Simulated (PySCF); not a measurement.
A structure optimised at ωB97X-D3(BJ)/def2-TZVP, used in a PySCF frequency run:

```xyz
7

Ga    -0.3359     0.0268     0.0000
H     -1.8781     0.1185     0.0000
O      0.6069     1.5499     0.0000
H      1.5597     1.4370     0.0000
N      0.5903    -1.5344     0.0000
H      1.5935    -1.6061     0.0000
H      0.1499    -2.4386     0.0000
```
Charge 0, spin multiplicity 1.

Question: Write its SMILES, formula and point group.

Answer: [NH2][GaH][OH], GaH4NO, Cs

Question: What are its rotational constants (standard atomic weights)?

Answer: 18.678, 6.1559, 4.6300 GHz
